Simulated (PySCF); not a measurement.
C4H5BO.
Numbering: `[BH2:1][c:2]1[cH:3][cH:4][cH:5][o:6]1` (hydrogens: H7, H8 on B1; H9 on C3; H10 on C4; H11 on C5)

The closed-shell ground state was solved at several levels (PySCF, density fitting, gas phase, non-relativistic). Isolated species at its GFN2-xTB geometry, gas phase.

| level | basis functions | total energy (Eh) | HOMO (eV) | LUMO (eV) | gap (eV) | dipole (D) |
| --- | --- | --- | --- | --- | --- | --- |
| CAM-B3LYP/def2-SVPD | 163 | -255.1601 | -8.44 | -0.87 | 7.57 | 2.22 |
| PBE0/pcSseg-1 | 127 | -255.1366 | -7.24 | -1.90 | 5.34 | 2.31 |

What might B3LYP/pcJ-1 (212 basis functions) give for the same quantities?

Total energy -255.4851 Eh, HOMO -7.02 eV, LUMO -2.07 eV, gap 4.95 eV, dipole 2.39 D.

Over all these levels, which gives the widest orbital gap and which the narrowest?

CAM-B3LYP/def2-SVPD (range-separated hybrid) has the widest, 7.57 eV, and B3LYP/pcJ-1 (global hybrid, 20 % exact exchange) the narrowest, 4.95 eV. Functional and basis both differ between the two, so the spread mixes both effects.

How far do the dipole and the HOMO energy spread over the levels?

The dipole runs from 2.22 to 2.39 D (mean 2.30 D) and the HOMO from -8.44 to -7.02 eV.
